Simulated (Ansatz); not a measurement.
Relaxation of CH3BBrGeN (8 atoms, charge 0, multiplicity 1), to a largest force component of 0.02 eV/Å in at most 50 steps.

Method: Ansatz, RKS PBE-D4/def2-SVP.

```xyz
8
Properties=species:S:1:pos:R:3
Br -2.993 -0.410 0.680
B -1.103 0.044 0.440
N -0.125 0.988 1.120
C 1.092 0.748 0.460
Ge 0.261 -0.555 -0.719
H 2.029 1.140 0.536
H 0.150 -0.038 -2.156
H 0.781 -1.974 -0.416
```

Q: Where does it end, and by what steps?

A: The run converged. After 8 steps the energy has fallen by 1.370 eV; Br1 moved furthest, 0.44 Å.

```tsv
step	energy less start (eV)	largest force component (eV/Å)	accepted
0	0.0000	7.784	yes
1	-1.1102	2.290	yes
2	-1.2135	1.596	yes
3	-1.1987	2.072	no
4	-1.3595	0.387	yes
5	-1.3654	0.211	yes
6	-1.3563	0.252	no
7	-1.3701	0.034	yes
8	-1.3703	0.016	yes
```

```xyz
8
Properties=species:S:1:pos:R:3
Br -2.918 -0.200 1.060
B -1.145 0.114 0.456
N -0.227 1.107 1.031
C 0.900 0.730 0.485
Ge 0.302 -0.686 -0.834
H 1.868 1.187 0.799
H 0.388 -0.199 -2.308
H 0.924 -2.109 -0.745
```

Run time: 32 s on 2 threads of Arm Neoverse V1 (shared host), peak memory 0.15 GiB.
